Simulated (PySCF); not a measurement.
C₄H₃Br, SMILES C(C#C)(=C)Br.

Geometry: B3LYP-D3(BJ)/def2-SVP.

Level of theory: PBE/def2-TZVP (PySCF).

The molecule is in vacuum.

Q: Estimate the frontier levels, gap, dipole moment and polarisability. (An estimate is asked for; the answer gives what the named calculation found.)

A: 
```yaml
highest_occupied_level: -6.24 eV
lowest_empty_level: -2.35 eV
orbital_gap: 3.88 eV
dipole_moment: 1.35 D
quadrupole, principal values (traceless, Buckingham form, about the centre of nuclear charge): -7.50, 0.36, 7.14 D·Å
mean_static_polarisability: 69.4 bohr³ (10.29 Å³)
polarisability_principal_values: 39.8, 74.2, 94.4 bohr³
```
